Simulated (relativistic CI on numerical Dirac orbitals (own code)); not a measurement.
# What each ingredient does to the levels of Co XVII

Base calculation: Dirac-Coulomb-Breit CI, separate exchange-only KLI orbitals for each configuration, model QED (radiative potential, 1s self-energy scaled to tabulated hydrogen-like ionisation energies), unscaled Slater integrals.

CI space (outside the closed core [Ne]): 3s, 3p, 3d, 4s, 4p, 4d, 4f, 5s, 5p, 5d, 5f, 5g, 6s, 6p, 6d. Levels of other configurations are missing.

Variants: (1) Breit term removed; (2) configuration mixing switched off. Shifts of the energy above 3s 2S_1/2, in eV, for the lowest level and the first level of each name with at least 55 % of one term (blank where a level changes its place among those of its configuration and J or its character, or is not in the variant):

| Level | Base | Δ(1) | Δ(2) |
| --- | --- | --- | --- |
| 3s 2S_1/2 | 0.000 | 0.000 | 0.000 |
| 3p 2P°_1/2 | 36.603 | -0.085 | +0.001 |
| 3p 2P°_3/2 | 39.742 | +0.003 | 0.000 |
| 3d 2D_3/2 | 89.448 | +0.070 | +0.002 |
| 3d 2D_5/2 | 89.891 | +0.122 | +0.001 |
| 4s 2S_1/2 | 257.388 | +0.093 | -0.003 |
| 4p 2P°_1/2 | 271.967 | +0.057 | -0.003 |
| 4p 2P°_3/2 | 273.193 | +0.093 | -0.003 |
| 4d 2D_3/2 | 291.471 | +0.117 | -0.004 |
| 4d 2D_5/2 | 291.674 | +0.138 | -0.003 |
| 4f 2F°_5/2 | 299.507 | +0.147 | -0.002 |
| 4f 2F°_7/2 | 299.583 | +0.149 | -0.002 |
| 5s 2S_1/2 | 367.474 | +0.122 | -0.003 |
| 5p 2P°_1/2 | 374.676 | +0.104 | -0.004 |

At this charge energies of transitions that change n are usually good to better than 1 %, and those within a shell (Δn = 0) to a few per cent.

Ionisation energy from the two ground configurations alone: base 545.883 eV; Breit term removed 546.031 eV. The NIST ASD value (semi-empirical) is 546.588 eV.
